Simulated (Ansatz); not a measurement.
C4H3F5, SMILES `F[C@@H]1[C@@H](F)C(F)(F)[C@H]1F`. Total charge 0; spin multiplicity 1.

Z-matrix (Å, degrees):
```
C
C 1 1.529
C 1 1.529 2 89.0
F 1 1.360 2 117.3 3 -120.4
H 1 1.094 2 110.9 3 112.0
C 2 1.539 1 87.5 3 -21.0
F 2 1.354 1 117.6 3 -140.7
H 2 1.094 1 111.8 3 90.4
F 3 1.354 1 117.6 2 140.7
H 3 1.094 1 111.8 2 -90.4
F 6 1.341 2 112.2 1 -92.5
F 6 1.341 2 117.3 1 140.8
```

Question: What are the harmonic wavenumbers in cm⁻¹ at PBE0-D4/def2-TZVP (Ansatz, finite differences of forces, unscaled)? (Best estimate.)

Answer: Computed: 80, 201, 211, 246, 253, 292, 395, 435, 478, 540, 637, 719, 867, 986, 1042, 1062, 1119, 1132, 1183, 1217, 1220, 1245, 1289, 1338, 1386, 1403, 1481, 3094, 3094, 3109.

Question: Is this a minimum?

Answer: Yes, all 30 modes are real.

Question: Give the ideal-gas thermochemistry at 298.15 K and 1 bar (rigid rotor, harmonic oscillator; point group Cs, symmetry number 1).

Answer: Zero-point energy 189.9 kJ/mol; H(298) − E = 212.6 kJ/mol; entropy 365.6 J/(mol·K), of which translation 171.0, rotation 121.2, vibration 73.4; G(298) − E = 103.6 kJ/mol. Modes under 100 cm⁻¹ are hindered rotations or soft bends, so the harmonic entropy is rough.
